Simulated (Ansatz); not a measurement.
Input for Ansatz (a first-principles code): R-wB97M-V/def2-TZVPP on iminoborane (SMILES B=N), atoms moved off the minimum.

Ansatz 0.2 input:
```yaml
crystal:
  periodic: [false, false, false]
  atoms:
    - {symbol: B, position_ang: [0.01899953, 0.03183108, -0.70396643]}
    - {symbol: N, position_ang: [-0.02809586, -0.00968980, 0.54785810]}
    - {symbol: H, position_ang: [0.00419777, 0.01254883, -1.81991333]}
    - {symbol: H, position_ang: [-0.03709341, 0.01250589, 1.55215671]}
basis:
  gaussian:
    orbitals: def2-TZVPP
hamiltonian:
  xc: {name: wB97M-V}
scf: {lower_state_search: off}
output: {forces: true}
```

The log:

```
WARN ansatz: RAYON_NUM_THREADS=1 ignored (pool sized by the plan → 1); use --threads N
Functional definition: wB97M-V
these checks for a lower state are left out or cut short: stability, starts, cluster_reference, orbital_swaps, neighbouring_geometries, increment
integrals: 0.02 GiB planned
442 factors; their error is unknown
integrals: 0.05 GiB planned
118 factors; integrals over basis functions are off by at most 5.5e-5 eV
mean field: 0.24 GiB planned
mean field evaluation 1: about -2193.0465 eV, gradient 5.4e1 eV
mean field evaluation 2: about -2189.0985 eV, gradient 6.8e1 eV
mean field evaluation 4: about -2198.6428 eV, gradient 1.5e0 eV
mean field evaluation 8: about -2198.6506 eV, gradient 1.8e-2 eV
mean field -2198.65060484 eV, -80.7989194290 hartree, gradient 9.9e-6 eV, S^2 0.000000; 0 other end points of the search recorded, 0 dependent functions left out
the calculation of the forces begins
reference -2198.65064483 eV, -80.7989208987 hartree; 7, 7 occupied and 83, 83 virtual orbitals, 442 factors
Total energy: -2198.65064483 eV, -80.7989208987 hartree
Atom 0 at     0.019000     0.031831    -0.703966 Å, force    -0.200096    -0.178679     3.242372 eV/Å
Atom 1 at    -0.028096    -0.009690     0.547858 Å, force     0.126443     0.160457    -1.060599 eV/Å
Atom 2 at     0.004198     0.012549    -1.819913 Å, force     0.063853     0.046215    -1.530455 eV/Å
Atom 3 at    -0.037093     0.012506     1.552157 Å, force     0.009800    -0.027993    -0.651318 eV/Å
Dipole moment:     0.010670     0.019122    -0.016031 e Å
Checks for a lower state left out: stability, starts, cluster_reference, orbital_swaps, neighbouring_geometries, increment
```

The calculation finished and met its thresholds.

Cost: around 1.6 core-seconds (rough).
